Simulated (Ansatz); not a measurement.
# Match the barriers

Saddle point of GaH$_{3}$Cl$_{2}$O, singlet (GaHCl₂ ([Cl][GaH][Cl]) + H₂O → GaHCl₂O ([OH][Ga]([Cl])[Cl]) + H₂; bonds formed: H2–H5; dative contacts that become bonds: Ga1–O6; bonds broken: Ga1–H2, H5–O6), PBE0-D4/def2-TZVP structure:

```xyz
7
angstrom
Ga 0.1326 -0.6122 -0.2637
H 0.9742 0.9293 -0.6943
Cl -0.6499 -1.5835 -1.9777
Cl 1.2217 -1.6690 1.2316
H 0.1974 1.2117 -0.1378
O -0.9180 0.8236 0.4411
H -0.9581 0.9000 1.4007
```

Program: Ansatz 0.2.0. Basis: def2-TZVPP, with def2-QZVPP for the basis limit. Cores are frozen in the correlated methods. Filled d shells of the heavier atoms are correlated. The def2 sets are not built for correlating such inner shells, so the correlated values are less sure here. B3LYP uses VWN-RPA correlation. Extrapolation: Hartree–Fock as exp(−7.88 √X), correlation as X^−2.97. Four methods, as single points on the PBE0-D4 structures, gave these electronic barriers from the start structure: 25.76, 32.85, 36.99, 44.02 kcal/mol.

(1) The methods were, in alphabetical order, B3LYP-D4, BHLYP-D4, HF, SPW92. Which gave which? (A judgement: the text doesn't fix the answer.)

No T1 diagnostic of these runs exceeds 0.012.

Results:

(1) Computed: SPW92 25.76; B3LYP-D4 32.85; BHLYP-D4 36.99; HF 44.02 kcal/mol. For comparison, CCSD(T) at an estimated basis limit (MP2 extrapolated from triple and quadruple zeta, plus CCSD(T) − MP2 in triple zeta) gives 34.35 kcal/mol.

The step is the kind of ligand exchange by which a precursor binds to a hydroxyl group, or is hydrolysed, in atomic layer deposition of oxides.

Labels in which every atom is bracketed show which atoms are joined, not bond orders.

For scale, one of the runs: CCSD(T)/def2-TZVPP, 205 basis functions, launched by `ansatz run in.yaml --threads 4 --pin off --events-out ev --progress --plain --max-ram 9574MiB`. The run took 62 s on 4 CPU threads of an Arm Neoverse V2 (shared host), with 2.6 GiB of host memory at its peak.
